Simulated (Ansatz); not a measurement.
# C5H7BS: where a starting geometry ends

The starting geometry of this gas-phase singlet was optimised with GFN2-xTB; its bonds are those of `BC1=CC=C(S)C1`.

```xyz
14

C    -0.8412    0.8105   -0.3778
C    -2.0038    0.4898    0.2665
C    -1.8087   -0.5690    1.2022
C    -0.5059   -0.9384    1.1636
C     0.2276   -0.1055    0.1681
B    -0.6253    1.8755   -1.4411
S     0.2429   -2.1924    2.1160
H    -1.5269    2.5304   -1.7971
H     0.4380    2.0398   -1.9046
H    -2.9545    0.9658    0.1014
H    -2.5714   -0.9957    1.8276
H     1.4656   -2.0322    1.6076
H     0.6722   -0.7126   -0.6236
H     1.0360    0.4644    0.6318
```

Where would you expect an optimisation with PBE-D3(BJ)/def2-SVP to take it?

It keeps its bonds, and is `BC1=CC=C(S)C1`.

The energy falls by 0.16 eV over 8 steps:

```csv
step,E − E(last) (eV)
1,0.157
2,0.017
3,0.001
4,0.000
5,0.000
6,0.000
7,0.000
8,0.000
```

Final geometry (Å):

```xyz
14

C    -0.8164    0.8206   -0.3944
C    -2.0004    0.4949    0.2592
C    -1.8159   -0.5734    1.2072
C    -0.4873   -0.9544    1.1740
C     0.2432   -0.1096    0.1667
B    -0.6441    1.8953   -1.4531
S     0.2186   -2.2175    2.1515
H    -1.6084    2.5602   -1.7934
H     0.4405    2.1080   -1.9712
H    -2.9637    0.9940    0.0741
H    -2.5964   -1.0091    1.8456
H     1.4852   -2.0958    1.6644
H     0.7090   -0.7351   -0.6277
H     1.0809    0.4522    0.6378
```

The end wasn't checked by frequencies. Run with Ansatz 0.2.0, 15 s on 2 threads of Intel(R) Xeon(R) Platinum 8375C CPU @ 2.90GHz (Ice Lake) (shared host).
